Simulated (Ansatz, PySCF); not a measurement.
Dimer: CH4 (SMILES C) (first 5 atoms) with Si2H6 (SMILES [SiH3][SiH3]); geometry from B3LYP-D3(BJ)/def2-TZVP, rigid monomers moved along the line of their centres of mass till C1···Si7 is 5.42 Å.
(charge 0, multiplicity 1):
```xyz
13

C      0.055    -0.126     0.046
H     -0.373    -1.048     0.437
H     -0.535     0.722     0.392
H      1.080    -0.023     0.400
H      0.047    -0.155    -1.042
Si     1.023     0.535     5.725
Si    -1.162    -0.215     5.329
H      1.752    -0.443     6.570
H      0.994     1.839     6.433
H      1.763     0.704     4.452
H     -1.145    -1.526     4.638
H     -1.902     0.757     4.490
H     -1.881    -0.370     6.618
```

Counterpoise-corrected where a basis set is named; no monomer relaxation.

Correlated levels freeze the cores.

Programs: Ansatz (an electronic-structure program) with Gaussian orbitals; PySCF for the dispersion terms. 

PBE/def2-TZVPPD gives -4.1 meV for the interaction energy.

### Question
How do the other levels lie against it? Give each less PBE: PBE-D3(BJ)/def2-TZVPPD, r2SCAN/def2-TZVPPD, B3LYP/def2-TZVPPD, wB97M-V/def2-TZVPPD, MP2/aug-cc-pV(D+d)Z, CCSD(T)/aug-cc-pV(D+d)Z.

### Answer
PBE-D3(BJ)/def2-TZVPPD -10.0; r2SCAN/def2-TZVPPD 1.4; B3LYP/def2-TZVPPD 7.4; wB97M-V/def2-TZVPPD -6.8; MP2/aug-cc-pV(D+d)Z -5.7; CCSD(T)/aug-cc-pV(D+d)Z -6.0 meV. 2 of 6 lie above PBE; the widest gap is to PBE-D3(BJ)/def2-TZVPPD.
